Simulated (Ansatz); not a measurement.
System: sum formula H$_{8}$Si$_{3}$NO (charge -1, singlet). It need not be the lowest isomer of its formula. Whether it binds its extra electron was not tested at this geometry. 
Geometry from a B3LYP-D3(BJ)/def2-TZVP (Ansatz, a first-principles code) optimisation:
SMILES: [SiH3]N[SiH-]O[SiH3]
```xyz
13

Si    -0.1102    -0.3624    -1.4017
N     -1.0222     0.5370    -0.0837
Si    -2.2575    -0.1471     0.8591
O      1.4885    -0.4610    -0.6446
Si     2.1352     0.2898     0.6206
H      0.1876     0.9150    -2.2316
H     -0.8427     1.5222     0.0569
H     -3.5585    -0.3956     0.1603
H     -1.8905    -1.4591     1.4608
H     -2.6018     0.7706     1.9931
H      1.6103    -0.1547     1.9454
H      1.9898     1.7793     0.6016
H      3.6078     0.0268     0.6648
```
Charge -1, spin multiplicity 1.

Basis-set convergence of Hartree-Fock and CCSD correlation energies (hartree) with Ansatz. Cores are frozen in the correlated levels unless marked. Spin-orbit coupling is left out. No relativistic terms.

| basis | functions | E(HF) | E(corr, CCSD) |
|---|---|---|---|
| aug-cc-pV(D+d)Z | 214 | -1000.90743 | -0.78324 |
| aug-cc-pV(T+d)Z | 441 | [?] | [?] |

Problem. Fill in the missing entries.

Solution. 
- aug-cc-pV(T+d)Z, E(HF): -1000.99064
- aug-cc-pV(T+d)Z, E(corr, CCSD): -0.91569
